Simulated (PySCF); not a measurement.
# One molecule, several mistakes: AlCGeH8N

All numbers below are calculated, not measured. The program is PySCF 2.14.0, an open-source quantum chemistry code, run on an isolated molecule that a program drew, which may never have been made. The molecule is AlCGeH8N (charge 0, singlet), drawn as the SMILES string `[CH3][Al]([NH2])[GeH3]`.

Each row is a Hartree-Fock (HF) and frozen-core CCSD(T) single point in the cc-pV(D+d)Z basis, meant for a local HF minimum. Run 1 is clean. Each other run has one planted mistake out of seven kinds, and not every kind appears here: one electron removed, one electron added, multiplicity raised by two, geometry at a saddle point, minimal basis STO-3G, one bond length entered in bohr, all coordinates scaled. The reference is restricted for singlets and unrestricted otherwise, and also for a bond in bohr. Adding or removing an electron swaps singlet and doublet. Electrons count all cores. HOMO and LUMO are orbital energies over both spins, the gradient is its largest component, and the lowest frequency (negative if imaginary) is given only where the gradient is small. Bond lengths are over the 11 bonds as drawn. T1 is the CCSD diagnostic: over 0.02 (restricted) or 0.045 (unrestricted) a single reference is doubtful. Germanium has the cc-pVDZ-PP basis, with a core potential (ECP10MDF) in place of its 10 inner electrons, and its 3s, 3p and 3d shells are frozen in CCSD(T).

Geometry of the clean run:
```xyz
12
AlCGeH8N, angstrom
C     0.9541    1.1498    2.5448
Al    1.0556    0.3050    0.7748
N     1.8059    1.1673   -0.5723
Ge    0.1568   -1.9875    0.3099
H     1.4712    0.5468    3.3006
H     1.3976    2.1507    2.5591
H    -0.0861    1.2430    2.8788
H     2.2035    2.0874   -0.5226
H     1.9014    0.8149   -1.5066
H    -1.3542   -2.0941    0.5917
H     0.8258   -3.0681    1.1809
H     0.3573   -2.4238   -1.1534
```

```
run,electrons,basis functions,<S^2>,HOMO (eV),LUMO (eV),gradient (hartree/bohr),lowest frequency (cm^-1),mean bond (Å),longest bond (Å),T1,HF (hartree),CCSD(T) (hartree),mistake
1,66,114,0.000,-9.63,2.25,2.4e-05,36,1.4684,2.506,0.0129,-632.32280,-632.88180,no fault
2,65,114,0.757,-14.20,-6.47,8.2e-02,-,1.4684,2.506,0.0118,-632.01866,-632.53246,one electron removed
3,66,114,2.039,-4.32,-0.76,7.4e-02,-,1.4684,2.506,0.0126,-632.15490,-632.68441,multiplicity raised by two
4,66,114,0.000,-9.68,2.60,6.1e-02,-,1.3862,2.366,0.0116,-632.28571,-632.83644,?
5,66,114,0.709,-9.62,2.12,2.2e-02,-,1.5570,2.506,0.0538,-632.19824,-632.75374,?
```

**Which mistake was planted in run 4, and what did it cost?**

The mean and the longest bond both change by the same factor, 0.944, and the gradient is no longer small. So the mistake is: all coordinates scaled. Subtracting run 1 and multiplying by 627.51 kcal/mol a hartree, the energy moved by 23.3 kcal/mol in HF and 28.5 kcal/mol in CCSD(T).

**Which mistake was planted in run 5, and what did it cost?**

The mean bond changes by a factor of 1.060 and the longest by 1.000, so the molecule wasn't scaled as a whole. A length L in bohr read as angstrom grows by (1/0.5292 - 1) L = 0.890 L. The 11 bonds together grew by 11 x 0.0886 = 0.975 Å, which gives L = 1.095 Å. That is the length of one of the C-H bonds, 1.095 Å in the clean geometry. So the mistake is: one bond length entered in bohr. Subtracting run 1 and multiplying by 627.51 kcal/mol a hartree, the energy moved by 78.2 kcal/mol in HF and 80.4 kcal/mol in CCSD(T).

Cautions from the logs. Run 5: T1 is over the limit, so its CCSD(T) energy is less reliable.
